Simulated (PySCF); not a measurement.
**Unknowns**

PySCF 2.14 calculation with coordinates at the GFN2-xTB level and shielding tensors at PBE0/pcSseg-1 (GIAO); one averaged value for each set of equivalent atoms, one conformer, non-relativistic Hamiltonian, isolated molecule.

Referencing at the same level of theory: ¹H (σ = 31.72 ppm) and ¹³C (σ = 186.93 ppm) against TMS. Splittings of carbon signals by F and P are missing where no couplings were computed. Where no couplings were computed, multiplicities follow the n + 1 count of equivalent neighbours, and m marks all less simple cases (inequivalent or close neighbours, rings, F or P nearby). Shifts are as computed. Against solution values, carbons near 30 ppm lie about +3 ppm off and those near 130 ppm about +5 ppm. Of 1211 compounds with measured shifts, 218 miss one by over three times the rms of a fit or turn the order of signals round; such compounds aren't used in these exercises.

**Question.** C8H13OP. ¹H NMR (600 MHz, computed): δ 6.86 (m, 1H), 6.72 (m, 1H), 6.40 (m, 1H), 2.31 (m, 1H), 1.23 (m, 9H). ¹³C{¹H} NMR (computed): δ 144.7, 138.6, 98.2, 84.8, 38.4, 24.2. What is it?

**Answer.** `C#C[P@@](=O)(C=C)C(C)(C)C`. 6 carbon signals for 8 carbons: some carbons are equivalent by symmetry or fast rotation. Carbon types of the structure: 2 × C, 2 × CH, 1 × CH2, 3 × CH3, which accounts for all hydrogens. δC 144.7: terminal =CH2 carbon; as expected for a trigonal carbon in a double bond. δC 138.6: alkene CH; the olefinic region. δC 98.2: terminal alkyne carbon; sp carbons lie upfield of alkene carbons because the cylindrical π system leaves one tensor component strongly shielded. δC 84.8: alkyne carbon; sp carbons lie upfield of alkene carbons because the cylindrical π system leaves one tensor component strongly shielded.

This is the structure that produced the data.

**Question.** C5H5NSi. ¹H NMR (300 MHz, computed): δ 7.68 (d, 1H), 7.44 (m, 1H), 6.54 (m, 1H), 4.75 (m, 2H). ¹³C{¹H} NMR (computed): δ 167.8, 156.2, 141.9, 123.1, 118.1. Give a structure.

**Answer.** SMILES N#CC1=CC=C[SiH2]1. Rings plus π bonds: 5 (1 ring in the answer). 5 carbon signals for 5 carbons: no two carbons are equivalent. Carbon types of the structure: 2 × C, 3 × CH, leaving 2 H on heteroatoms. δC 167.8, 156.2, 141.9: alkene CH. δC 123.1: nitrile carbon; this is the usual window of a C≡N carbon, which has no attached hydrogen. δC 118.1: fully substituted alkene carbon; the olefinic region. δH 7.68, 7.44, 6.54: hydrogen on an alkene CH; a vinylic proton, deshielded by the sp2 carbon and the C=C anisotropy.

This is the structure that produced the data.
